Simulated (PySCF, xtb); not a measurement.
FH8NSi3, SMILES N[SiH2][SiH2][SiH2]F.

GFN2-xTB in xtb at its own geometry gives an orbital gap of 3.87 eV and a dipole moment of 3.21 D.

Geometry: PBE-D3(BJ)/def2-SVP. This is a generated structure with no PubChem entry under its InChIKey; it may be hypothetical. The values are those of a single conformer.

**Question.** What does PBE/def2-TZVP (PySCF) give? (Estimate from the structure and the level; the computed values follow.)

**Answer.** gap 4.66 eV (levels -6.24 and -1.58 eV), dipole 2.91 D.
